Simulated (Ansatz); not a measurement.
Basis-set extrapolation for `CO[SiH](C)Cl` (PBE0-D4/def2-TZVP geometry, frozen core, Ansatz). Multiplicity 1, RHF reference.

```tsv
	def2-TZVPP	def2-QZVPP
HF	-903.305489	-903.335193
MP2 correlation	-0.899133	-0.970280
CCSD(T) correlation	-0.989531	not run
```

Energies in hartree. Use E(X) = E(∞) + A·exp(−7.88·√X) for Hartree–Fock and E(X) = E(∞) + B·X^(−2.97) for correlation, with X = 3 and 4, and add CCSD(T) minus MP2 of the smaller set to the MP2 limit.

Task: What is the CCSD(T) energy at the basis-set limit?

Result: HF limit: -903.335193 + (-0.029704) × 0.13774 = -903.33928. MP2 limit: -0.970280 + (-0.071147) × 0.74074 = -1.02298. Higher-order term: -0.989531 − (-0.899133) = -0.09040. Total: -904.45266 hartree, 413.9 kJ/mol below CCSD(T)/def2-TZVPP.
